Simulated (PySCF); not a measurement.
A PySCF script (with the pyscf-properties extension) for the NMR shieldings of SMILES N([SiH2]C)([SiH3])[SiH2]CC#N, C$_{3}$H$_{12}$N$_{2}$Si$_{3}$, on a GFN2-xTB geometry:

```python
import basis_set_exchange as bse
import numpy as np
from pyscf import gto, dft
from pyscf.prop import nmr

atoms = """
C     1.710038    1.652875   -0.124512
Si    1.090976    0.117980   -1.040521
N     0.238426   -0.967036    0.061158
Si    1.026428   -2.410941    0.655338
Si   -1.199165   -0.439145    0.869735
C    -2.344409    0.525970   -0.327674
C    -1.913238    1.871097   -0.488964
N    -1.550643    2.953587   -0.586608
H     2.393065    2.222613   -0.746449
H     2.233358    1.390716    0.791294
H     0.884291    2.308532    0.135985
H     2.205163   -0.656801   -1.592508
H     0.154431    0.457678   -2.116956
H    -0.021177   -3.366081    1.011016
H     1.858767   -2.929411   -0.425072
H     1.831305   -2.091367    1.838174
H    -1.966980   -1.619988    1.276711
H    -0.908762    0.416133    2.027199
H    -3.354902    0.535792    0.081277
H    -2.372120    0.038476   -1.301661
"""
names = dict.fromkeys(["C", "Si", "N", "H"], "pcSseg-1")
basis = {el: gto.basis.parse(bse.get_basis(n, elements=[el], fmt="nwchem")) for el, n in names.items()}
mol = gto.M(atom=atoms, basis=basis, charge=0, verbose=0)
mf = dft.RKS(mol, xc="PBE0")
mf.grids.level = 2
mf.grids.alignment = dft.numint.BLKSIZE   # the property module wants whole blocks of grid points
mf.conv_tol = 1e-9
mf.kernel()

calc = nmr.RKS(mf)   # GIAO
C = mf.mo_coeff
Co = C[:, mf.mo_occ > 0]
resp = mf.gen_response(singlet=True, hermi=2)
def vind(x):   # induced exchange potential for any number of trial vectors
    d = np.einsum("pi,xij,qj->xpq", C, 2 * x.reshape(-1, C.shape[1], Co.shape[1]), Co, optimize=True)
    return np.einsum("xpq,pi,qj->xij", resp(d - d.transpose(0, 2, 1)), C, Co, optimize=True).ravel()
mo1, _ = nmr.rhf.solve_mo1(calc, with_cphf=vind)
sigma = calc.kernel(mo1)
for i, s in enumerate(sigma):   # ppm
    print("%2d %-2s %9.2f" % (i, mol.atom_pure_symbol(i), np.trace(s) / 3))
```

Question: What are the results?

Answer: 
```
 0 C     188.73
 1 Si    368.70
 2 N     257.23
 3 Si    392.00
 4 Si    375.93
 5 C     185.15
 6 C      61.80
 7 N     -31.15
 8 H      31.67
 9 H      31.43
10 H      29.95
11 H      26.77
12 H      26.55
13 H      26.91
14 H      26.85
15 H      26.87
16 H      26.81
17 H      26.57
18 H      30.11
19 H      29.82
```

These numbers come from an equivalent density-fitted implementation of the same equations, which agrees with the script to about 0.01 ppm for H and up to a few tenths of a ppm for heavy atoms, so last digits may differ.

Question: Turn these shieldings into chemical shifts. Shifts are taken against calculated references (same method and geometry level): TMS for ¹³C (186.93 ppm) and ²⁹Si (349.16 ppm) and ¹H (31.72 ppm); NH3 for ¹⁵N (267.73 ppm).

Answer: Averaging equivalent atoms: C 6: 125.1; C 5: 1.8; C 0: -1.8; Si 1: -19.5; Si 4: -26.8; Si 3: -42.8; N 7: 298.9; N 2: 10.5; H 11/12: 5.06; H 16/17: 5.03; H 13/14/15: 4.84; H 18/19: 1.75; H 8/9/10: 0.70 ppm. Experimental scales use liquid or dissolved standards, which lie at an offset from isolated NH3 (liquid NH3: subtract about 20 ppm). Unscaled 15N shifts of sp2 nitrogen come out 20 to 40 ppm too high even then.

Size and cost of the density-fitted run: 217 basis functions, 3.1 min wall time (2.5 min CPU) on 1 thread of an Intel Xeon, shared host; peak memory 1.1 GiB.
